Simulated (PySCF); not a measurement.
C2H5BF2. Atoms are numbered in the order given.

```xyz
10

B      0.0124     0.6069     0.0000
F     -1.3071     0.6975     0.0000
F      0.6722     1.7540     0.0000
C      0.7618    -0.7628     0.0000
C     -0.1215    -2.0033     0.0000
H      1.4443    -0.7552     0.8701
H      1.4443    -0.7552    -0.8701
H     -0.7761    -2.0310    -0.8843
H     -0.7761    -2.0310     0.8843
H      0.4740    -2.9285     0.0000
```

Geometry: PBE0-D3(BJ)/def2-SVP. One conformer was computed; it need not be the lowest.

Computed with PBE/pcSseg-1 (PySCF).

GIAO shieldings, no solvent; atoms listed in one row are averaged. δ = σ(ref) − σ: ¹¹B against BF3 (σ = 83.9 ppm); ¹⁹F against CFCl3 (σ = 133.6 ppm); ¹³C against TMS (σ = 182.0 ppm); ¹H against TMS (σ = 31.49 ppm), references at their B3LYP-D3(BJ)/def2-TZVP geometries, non-relativistic.

Problem. Estimate the chemical shifts. (An estimate is asked for; the answer gives what the named calculation found.)

Solution. 
| nucleus | atoms | count | δ (ppm) |
|---|---|---|---|
| ¹¹B | B1 | 1 | 18.3 |
| ¹⁹F | F2 | 1 | -87.4 |
| ¹⁹F | F3 | 1 | -88.8 |
| ¹³C | C5 | 1 | 10.3 |
| ¹³C | C4 | 1 | 9.6 |
| ¹H | H6, H7 | 2 | 1.26 |
| ¹H | H8, H9, H10 | 3 | 1.24 |
